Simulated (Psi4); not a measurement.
C2H6AlCl, charge -1, doublet, geometry from GFN2-xTB (such geometries of metal compounds can be far from the true shape) (a state made from the parent by changing its charge; the spin is typed, not shown lowest) (a gas-phase anion, which may not be bound at this level); CCSD(T)/STO-3G run with Psi4 1.11.

Input for Psi4:
```
memory 2 GB

molecule mol {
-1 2
Al    0.366959    0.428655    0.481648
C     1.956928   -0.657010   -0.326562
H     1.699182   -1.637459   -0.752958
H     2.724868   -0.854347    0.434322
H     2.469039   -0.109001   -1.130628
C    -0.552054   -0.901724    1.802776
H    -0.819631   -1.883132    1.384723
H    -1.482855   -0.494449    2.223290
H     0.096864   -1.110670    2.664672
Cl   -1.052187    0.580526   -1.173067
}

set {
  basis sto-3g
  reference uhf
  freeze_core true
  mp2_type conv
  scf_type pk
  puream true
  d_convergence 1e-8
}

energy('ccsd(t)')
print_variables()
```

What the program printed (banner, timings and long lists left out):

```
   => Loading Basis Set <=

    Name: STO-3G
    Role: ORBITAL
    Keyword: BASIS

         ---------------------------------------------------------
                                   SCF
               by Justin Turney, Rob Parrish, Andy Simmonett
                          and Daniel G. A. Smith
                              UHF Reference
         ---------------------------------------------------------

  ==> Geometry <==

    Molecular point group: c1
    Full point group: C1

    Geometry (in Angstrom), charge = -1, multiplicity = 2:

       Center              X                  Y                   Z               Mass
    ------------   -----------------  -----------------  -----------------  -----------------
         AL           0.424678268166     0.352298592432     0.540883088006    26.981538530000
         C            2.014647268166    -0.733366407568    -0.267326911994    12.000000000000
         H            1.756901268166    -1.713815407568    -0.693722911994     1.007825032230
         H            2.782587268166    -0.930703407568     0.493557088006     1.007825032230
         H            2.526758268166    -0.185357407568    -1.071392911994     1.007825032230
         C           -0.494334731834    -0.978080407568     1.862011088006    12.000000000000
         H           -0.761911731834    -1.959488407568     1.443958088006     1.007825032230
         H           -1.425135731834    -0.570805407568     2.282525088006     1.007825032230
         H            0.154583268166    -1.187026407568     2.723907088006     1.007825032230
         CL          -0.994467731834     0.504169592432    -1.113831911994    34.968852682000

  Running in c1 symmetry.

  Rotational constants: A =      0.15623  B =      0.09875  C =      0.06915 [cm^-1]
  Rotational constants: A =   4683.64197  B =   2960.48467  C =   2072.93097 [MHz]
  Nuclear repulsion =  185.749031183184798

  Charge       = -1
  Multiplicity = 2
  Electrons    = 49
  Nalpha       = 25
  Nbeta        = 24

  ==> Algorithm <==

  SCF Algorithm Type is PK.
  DIIS enabled.
  MOM disabled.
  Fractional occupation disabled.
  Guess Type is SAD.
  Energy threshold   = 1.00e-08
  Density threshold  = 1.00e-08
  Integral threshold = 1.00e-12

  ==> Primary Basis <==

  Basis Set: STO-3G
    Blend: STO-3G
    Number of shells: 22
    Number of basis functions: 34
    Number of Cartesian functions: 34
    Spherical Harmonics?: true
    Max angular momentum: 1

  ==> Integral Setup <==

  Using in-core PK algorithm.
   Calculation information:
      Number of atoms:                  10
      Number of AO shells:              22
      Number of primitives:             66
      Number of atomic orbitals:        34
      Number of basis functions:        34

      Integral cutoff                 1.00e-12
      Number of threads:                 1

  Performing in-core PK
  Using 354620 doubles for integral storage.
  We computed 28539 shell quartets total.
  Whereas there are 32131 unique shell quartets.

  ==> DiskJK: Disk-Based J/K Matrices <==

    J tasked:                  Yes
    K tasked:                  Yes
    wK tasked:                  No
    Schwarz Cutoff:          1E-12

  Minimum eigenvalue in the overlap matrix is 2.4014089384E-01.
  Reciprocal condition number of the overlap matrix is 1.0666898456E-01.
    Using symmetric orthogonalization.

  ==> Pre-Iterations <==

  SCF Guess: Superposition of Atomic Densities via on-the-fly atomic UHF (no occupation information).

   -------------------------
    Irrep   Nso     Nmo
   -------------------------
     A         34      34
   -------------------------
    Total      34      34
   -------------------------

  ==> Iterations <==

                        Total Energy        Delta E     RMS |[F,P]|

   @UHF iter SAD:  -768.43387692355236   -7.68434e+02   0.00000e+00
   @UHF iter   1:  -771.82636987192632   -3.39249e+00   5.17423e-03 DIIS/ADIIS
   @UHF iter   2:  -771.85209940190828   -2.57295e-02   1.36832e-03 DIIS/ADIIS
   @UHF iter   3:  -771.85394903739950   -1.84964e-03   3.48569e-04 DIIS/ADIIS
   @UHF iter   4:  -771.85415414854117   -2.05111e-04   6.19190e-05 DIIS
   @UHF iter   5:  -771.85416365480251   -9.50626e-06   1.87064e-05 DIIS
   @UHF iter   6:  -771.85416460899262   -9.54190e-07   6.04151e-06 DIIS
   @UHF iter   7:  -771.85416470018231   -9.11897e-08   1.73547e-06 DIIS
   @UHF iter   8:  -771.85416470712892   -6.94661e-09   5.09656e-07 DIIS
   @UHF iter   9:  -771.85416470780808   -6.79165e-10   1.43269e-07 DIIS
   @UHF iter  10:  -771.85416470786208   -5.40012e-11   5.25671e-08 DIIS
   @UHF iter  11:  -771.85416470787050   -8.41283e-12   2.14880e-08 DIIS
   @UHF iter  12:  -771.85416470787220   -1.70530e-12   3.59094e-09 DIIS
  Energy and wave function converged.

  ==> Post-Iterations <==

   @Spin Contamination Metric:   1.230033390E-03
   @S^2 Expected:                7.500000000E-01
   @S^2 Observed:                7.512300334E-01
   @S   Expected:                5.000000000E-01
   @S   Observed:                5.000000000E-01

    Orbital Energies [Eh]
    ---------------------

    Alpha Occupied:

[...]
      25A      0.061884

    Alpha Virtual:

[...]
    Beta Occupied:

[...]
    Beta Virtual:

[...]
      34A      0.989203

    Final Occupation by Irrep:
              A
    DOCC [    24 ]
    SOCC [     1 ]
    NA   [    25 ]
    NB   [    24 ]

  @UHF Final Energy:  -771.85416470787220

   => Energetics <=

    Nuclear Repulsion Energy =            185.7490311831847976
    One-Electron Energy =               -1453.9020956199531156
    Two-Electron Energy =                 496.2988997288961741
    Total Energy =                       -771.8541647078720871

  UHF NO Occupations:
  HONO-2 :   23  A 1.9999613
  HONO-1 :   24  A 1.9994978
  HONO-0 :   25  A 1.0000000
  LUNO+0 :   26  A 0.0005022
  LUNO+1 :   27  A 0.0000387
  LUNO+2 :   28  A 0.0000359
  LUNO+3 :   29  A 0.0000111

Computation Completed

[...]
  ----     ---------------------    ---------   ----------  ----------  ----------   --------
     0        -0.123936209065961    0.000e+00    0.000000    0.000000    0.000000    0.000000
     1        -0.151712378753480    6.659e-02    0.005661    0.000000    0.000000    0.000000
     2        -0.165765866598687    2.588e-02    0.009037    0.000000    0.000000    0.000000
     3        -0.166385436695133    4.277e-03    0.009467    0.000000    0.000000    0.000000
     4        -0.166437658776060    1.297e-03    0.009554    0.000000    0.000000    0.000000
     5        -0.166445921898748    3.908e-04    0.009588    0.000000    0.000000    0.000000
     6        -0.166440306557987    1.482e-04    0.009598    0.000000    0.000000    0.000000
     7        -0.166439266289269    6.014e-05    0.009602    0.000000    0.000000    0.000000
     8        -0.166439916615395    2.025e-05    0.009603    0.000000    0.000000    0.000000
     9        -0.166439810409070    6.152e-06    0.009603    0.000000    0.000000    0.000000
    10        -0.166439747054003    2.442e-06    0.009603    0.000000    0.000000    0.000000
    11        -0.166439722148874    8.635e-07    0.009603    0.000000    0.000000    0.000000
    12        -0.166439745991400    2.849e-07    0.009603    0.000000    0.000000    0.000000
    13        -0.166439755813251    9.563e-08    0.009603    0.000000    0.000000    0.000000

    Iterations converged.

    Largest TIA Amplitudes:
             11   1         0.0159933576
              7   2         0.0138909765
              9   1         0.0125006556
              8   2         0.0103229239
             12   2        -0.0084577663
              8   0        -0.0065575498
             10   0        -0.0056277997
              1   2         0.0054975456
              7   0         0.0047564373
             10   2         0.0047089899

    Largest Tia Amplitudes:
              7   0         0.0215798840
             10   0         0.0173872187
             11   3         0.0078671130
              7   2         0.0073069894
              7   1         0.0064919422
              8   3         0.0060130125
              9   2         0.0057292030
             10   2         0.0050495742
              1   0         0.0048471333
              5   4         0.0042211310

    Largest TIJAB Amplitudes:
     12   3   3   1        -0.0072361398
     11   3   3   2         0.0066981396
     11   5   6   2         0.0061793097
     11   4   5   2         0.0060656307
     12   6   4   1         0.0060476257
     12   5   6   1        -0.0059541965
     12  11   4   1         0.0059012800
     12   4   5   1        -0.0056530769
     11   2   7   2        -0.0055807028
     11   6   4   2        -0.0055272483

    Largest Tijab Amplitudes:
     11   7   3   0        -0.0083615457
     10   9   1   0        -0.0078648611
     10   7   1   0         0.0060968264
      8   7   3   0        -0.0058946295
     11   5   7   2         0.0058828222
     11   2   8   2        -0.0055820481
     11   3   4   2        -0.0055741353
     11   5   7   0         0.0053274772
     11   6   5   2        -0.0052854662
      9   7   2   0        -0.0052413846

    Largest TIjAb Amplitudes:
     11  11   1   3        -0.0329052531
      5   5   3   4        -0.0323256424
      3   5   6   4        -0.0289164547
     11  11   2   2        -0.0276699436
     11  11   2   0        -0.0269462705
      3   5   3   7        -0.0268335166
      5   5   6   7        -0.0265085714
      5   3   6   4         0.0257969898
      5   3   3   7         0.0255572148
      3   3   3   4         0.0255407992

    SCF energy       (wfn)                    = -771.854164707872201
    Reference energy (file100)                = -771.854164707872314

    Opposite-spin MP2 correlation energy      =   -0.112658670206416
    Same-spin MP2 correlation energy          =   -0.011277538859545
    Singles MP2 correlation energy            =   -0.000000000000000
    MP2 correlation energy                    =   -0.123936209065961
      * MP2 total energy                      = -771.978100916938274

    Opposite-spin CCSD correlation energy     =   -0.157590462736835
    Same-spin CCSD correlation energy         =   -0.008849293076416
    Singles CCSD correlation energy           =   -0.000000000000000
    CCSD correlation energy                   =   -0.166439755813251
      * CCSD total energy                     = -772.020604463685572

            **************************
            *                        *
            *        CCTRIPLES       *
            *                        *
            **************************

    Wave function   =    CCSD_T
    Reference wfn   =      UHF

    Nuclear Rep. energy (wfn)                =  185.749031183184798
    SCF energy          (wfn)                = -771.854164707872201
    Reference energy    (file100)            = -771.854164707872314
    CCSD energy         (file100)            =   -0.166439755813251
    Total CCSD energy   (file100)            = -772.020604463685572

    Number of ijk index combinations:
    Spin Case AAA:                                 286
    Spin Case BBB:                                 220
    Spin Case AAB:                                 936
    Spin Case ABB:                                 858
    AAA (T) energy                             =   -0.000005185194014
    BBB (T) energy                             =   -0.000007629722844
    AAB (T) energy                             =   -0.000635275062878
    ABB (T) energy                             =   -0.000606865143289
    (T) energy                                   =   -0.001254955123024
      * CCSD(T) total energy                     = -772.021859418808617

  Variable Map:
  ----------------------------------------------------------------------------
[...]
  Array Variable Map:
  ----------------------------------------------------------------------------
[...]
[...]
```
